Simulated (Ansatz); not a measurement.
`BI` + `C=N[SiH2]C` → `C=NBI` + `C[SiH3]`  (redistribution)

Isolated molecules relaxed with PBE0-D4/def2-TZVP in Ansatz; ΔE leaves out vibrations. CCSD(T)/CBS is the MP2 limit (def2-TZVPP, def2-QZVPP) plus CCSD(T) − MP2 in def2-TZVPP, frozen cores. This one scheme is used for every species. def2 core potentials past Kr. For I outer-core shells are correlated without core-valence functions, which leaves a few kJ/mol of doubt a bond. One conformer a species, not always the lowest.

```
     species  CCSD(T)/CBS(def2) energy (Eh)
        `BI`                     -323.43628
`C=N[SiH2]C`                     -424.09492
     `C=NBI`                     -416.81780
   `C[SiH3]`                     -330.73916
```

(1) Work out ΔE.

Largest T1 diagnostic among the species: 0.013.

Results:

(1) ΔE = (-416.81780) + (-330.73916) − (-323.43628) − (-424.09492) = -0.02576 Eh = -67.6 kJ/mol.

Leaving LDA and LC-ωPBE aside and taking each functional with its dispersion term where it has one, the values, not all of them listed here, spread over 19.6 kJ/mol, from PBE-D4 to ωB97X-V. LDA lies −13.8 kJ/mol from PBE without D4. From PBE to PBE0 (25 % exact exchange), in def2-TZVPP and without D4, ΔE moves by +7.6 kJ/mol.
